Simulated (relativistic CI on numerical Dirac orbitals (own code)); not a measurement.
**Calculated levels, Nd⁵²⁺**

These numbers are calculated, not measured: Dirac-Coulomb-Breit CI, orbitals from a KLI potential per configuration, QED by a radiative potential, unscaled Slater integrals (own radial code, finite nucleus).

CI space (outside the closed core 1s2): 2s2 2p4, 2s 2p5, 2p6, 2p5 3s, 2p5 3p, 2p5 3d, 2s2 2p3 3s, 2s2 2p3 3p, 2s2 2p3 3d, 2s 2p4 3s, 2s 2p4 3p, 2s 2p4 3d, 2s2 2p3 4s, 2s2 2p3 4p, 2s2 2p3 4d, 2s2 2p3 4f, 2s 2p4 4s, 2s 2p4 4p, 2s2 2p2 3s2, 2s 2p4 4d, 2s 2p4 4f, 2s2 2p2 3s 3p, 2s2 2p3 5s, 2s2 2p3 5p, 2s2 2p2 3s 3d, 2s2 2p3 5d, 2s2 2p2 3p2, 2s2 2p3 5f, 2s2 2p3 5g, 2s2 2p2 3p 3d, 2s 2p3 3s2, 2s2 2p2 3d2, 2s 2p3 3s 3p, 2s 2p3 3s 3d, 2s 2p3 3p2, 2s 2p4 5s. Levels of other configurations are missing.

The lowest level is 2s2 2p4 3P_2, with 69 % of that term; Hund's rules for 2s2 2p4 give 3P with J = 2, in agreement.

```csv
No.,Configuration,Term,J,E (eV),%,Landé g,jj configuration (%)
1,2s2 2p4,3P,2,0.00,69,1.324,2p3/2^2 (100)
2,2s2 2p4,1S,0,44.60,63,,2p3/2^2 (100)
3,2s2 2p4,3P,1,537.61,100,1.480,2p1/2 2p3/2^3 (100)
4,2s2 2p4,1D,2,555.43,69,1.129,2p1/2 2p3/2^3 (100)
5,2s 2p5,3P°,2,838.80,100,1.476,2s 2p3/2^3 (100)
6,2s 2p5,1P°,1,901.64,58,1.189,2s 2p3/2^3 (99)
7,2s2 2p4,3P,0,1109.49,63,,2p3/2^4 (99)
8,2s 2p5,3P°,0,1385.46,100,,2s 2p1/2 2p3/2^4 (100)
9,2s 2p5,3P°,1,1419.52,58,1.261,2s 2p1/2 2p3/2^4 (99)
10,2p6,1S,0,1774.58,99,,closed (99)
11,2p3(2P°) 3s,3P°,2,5581.60,47,1.507,2p3/2 3s (100)
12,2p3(2P°) 3s,1P°,1,5588.94,31,1.170,2p3/2 3s (100)
13,2p3(2P°) 3p,3P,1,5670.87,31,1.493,2p3/2 3p1/2 (100)
14,2p3(2P°) 3p,3D,2,5672.70,25,1.180,2p3/2 3p1/2 (100)
15,2p3(2P°) 3p,3D,3,5824.43,49,1.335,2p3/2 3p3/2 (100)
16,2p3(4S°) 3p,3P,1,5824.61,35,1.359,2p3/2 3p3/2 (99)
17,2p3(2P°) 3p,3P,2,5846.60,43,1.319,2p3/2 3p3/2 (99)
18,2p3(2D°) 3p,3P,0,5866.36,72,,2p3/2 3p3/2 (99)
19,2p3(2P°) 3d,3D°,2,5918.38,33,1.032,2p3/2 3d3/2 (98)
20,2p3(2P°) 3d,3F°,3,5924.81,27,1.101,2p3/2 3d3/2 (96)
21,2p3(2P°) 3d,3D°,1,5927.57,33,1.108,2p3/2 3d3/2 (99)
22,2p3(2P°) 3d,3P°,0,5929.25,62,,2p3/2 3d3/2 (100)
23,2p3(2P°) 3d,3F°,4,5960.24,50,1.249,2p3/2 3d5/2 (100)
24,2p3(4S°) 3d,3D°,2,5969.46,34,1.242,2p3/2 3d5/2 (98)
25,2p3(2P°) 3d,3D°,3,5982.94,46,1.196,2p3/2 3d5/2 (96)
26,2p3(4S°) 3d,3D°,1,5991.46,36,1.045,2p3/2 3d5/2 (99)
27,2p3(4S°) 3s,5S°,2,6103.78,54,1.582,2p1/2 2p3/2^2 3s (99)
28,2p3(4S°) 3s,3S°,1,6113.19,55,1.305,2p1/2 2p3/2^2 3s (100)
29,2p3(2D°) 3s,3D°,3,6126.83,100,1.311,2p1/2 2p3/2^2 3s (100)
30,2p3(2D°) 3s,1D°,2,6133.20,66,1.034,2p1/2 2p3/2^2 3s (100)
31,2p3(2P°) 3s,3P°,0,6163.95,99,,2p1/2 2p3/2^2 3s (99)
32,2p3(2P°) 3s,3P°,1,6167.06,66,1.312,2p1/2 2p3/2^2 3s (99)
33,2p3(4S°) 3p,5P,1,6191.47,46,1.643,2p1/2 2p3/2^2 3p1/2 (99)
34,2p3(2D°) 3p,3F,2,6199.16,34,1.207,2p1/2 2p3/2^2 3p1/2 (100)
35,2p3(2D°) 3p,3F,3,6215.56,44,1.094,2p1/2 2p3/2^2 3p1/2 (100)
36,2p3(2D°) 3p,3P,2,6243.39,52,1.313,2p1/2 2p3/2^2 3p1/2 (99)
37,2p3(2P°) 3p,3D,1,6250.71,73,0.648,2p1/2 2p3/2^2 3p1/2 (99)
38,2p3(2P°) 3p,3P,0,6285.93,64,,2p1/2 2p3/2^2 3p1/2 (98)
39,2p3(4S°) 3p,5P,3,6337.31,35,1.440,2p1/2 2p3/2^2 3p3/2 (69)
40,2p3(4S°) 3p,3P,2,6345.18,36,1.421,2p1/2 2p3/2^2 3p3/2 (93)
41,2p3(4S°) 3p,3P,0,6348.46,100,,2p1/2 2p3/2^2 3p3/2 (98)
42,2p3(2D°) 3p,1F,3,6361.04,34,1.313,2p1/2 2p3/2^2 3p3/2 (72)
43,2p3(2D°) 3p,1P,1,6361.86,48,0.984,2p1/2 2p3/2^2 3p3/2 (98)
44,2p3(2D°) 3p,3F,4,6369.06,100,1.231,2p1/2 2p3/2^2 3p3/2 (100)
45,2p3(2D°) 3p,3D,3,6376.99,43,1.399,2p1/2 2p3/2^2 3p3/2 (59)
46,2s 2p4(3P)<4P> 3s,3P,2,6382.66,49,1.357,2s 2p3/2^2 3s (81)
47,2p3(2D°) 3p,3P,1,6387.82,73,1.437,2p1/2 2p3/2^2 3p3/2 (94)
48,2p3(2D°) 3p,1D,2,6404.23,40,1.186,2p1/2 2p3/2^2 3p3/2 (88)
49,2p3(2P°) 3p,3P,1,6407.28,43,1.552,2p1/2 2p3/2^2 3p3/2 (83)
50,2p3(2P°) 3p,3D,2,6418.30,38,1.147,2p1/2 2p3/2^2 3p3/2 (97)
51,2p3(4S°) 3d,5D°,1,6445.16,45,1.025,2p1/2 2p3/2^2 3d3/2 (99)
52,2p3(4S°) 3d,5D°,2,6446.28,36,1.136,2p1/2 2p3/2^2 3d3/2 (89)
53,2p3(4S°) 3d,5D°,0,6447.49,53,,2p1/2 2p3/2^2 3d3/2 (98)
54,2p3(2D°) 3d,3G°,3,6448.69,21,1.212,2p1/2 2p3/2^2 3d3/2 (53)
55,2s 2p4(1S)<2S> 3s,3S,1,6450.61,47,1.872,2s 2p3/2^2 3s (85)
56,2s 2p4(3P)<4P> 3p,5P°,2,6453.02,28,1.530,2s 2p3/2^2 3p1/2 (86)
57,2s 2p4(3P)<2P> 3s,3P,2,6456.18,51,1.372,2s 2p3/2^2 3s (96)
58,2s 2p4(3P)<2P> 3s,3P,1,6456.64,34,1.084,2s 2p3/2^2 3s (90)
59,2p3(2D°) 3d,3F°,3,6457.45,20,1.188,2p1/2 2p3/2^2 3d3/2 (55)
60,2p3(2D°) 3d,3G°,4,6467.77,53,1.040,2p1/2 2p3/2^2 3d3/2 (99)
61,2s 2p4(1S)<2S> 3s,1S,0,6469.74,62,,2s 2p3/2^2 3s (99)
62,2p3(2D°) 3d,3P°,2,6480.55,34,1.225,2p1/2 2p3/2^2 3d3/2 (88)
63,2p3(4S°) 3d,5D°,4,6481.39,54,1.287,2p1/2 2p3/2^2 3d5/2 (99)
64,2p3(2D°) 3d,3F°,3,6483.20,36,1.171,2p1/2 2p3/2^2 3d3/2 (85)
65,2p3(2D°) 3d,3D°,3,6483.39,54,1.308,2p1/2 2p3/2^2 3d5/2 (98)
66,2p3(2D°) 3d,3S°,1,6483.62,29,1.298,2p1/2 2p3/2^2 3d3/2 (86)
67,2p3(4S°) 3d,3D°,1,6501.16,42,1.035,2p1/2 2p3/2^2 3d5/2 (86)
68,2p3(2P°) 3d,3F°,2,6502.53,55,0.870,2p1/2 2p3/2^2 3d3/2 (84)
69,2p3(2D°) 3d,3F°,4,6503.70,75,1.172,2p1/2 2p3/2^2 3d5/2 (99)
70,2p3(2D°) 3d,3G°,5,6505.42,100,1.184,2p1/2 2p3/2^2 3d5/2 (100)
```

Energies count from the lowest computed level; ° marks odd parity. Percentages are summed over parent terms; the parents shown are those of the largest component, closed shells are left out there, and <> holds an intermediate term. Filled j subshells are mostly left out of the jj labels.

The mean weight of the leading LS term, summed over parents, in these 70 levels is 54 %, and that of the leading jj configuration (from the same eigenvectors) 94 %, so jj coupling describes them better and the LS labels are nominal.

At this charge energies of transitions that change n are usually good to better than 1 %, and those within a shell (Δn = 0) to a few per cent.

LS names give the leading component of a level, which can be under half, so a name can repeat, a term be missing and a line seem to break the LS rules.
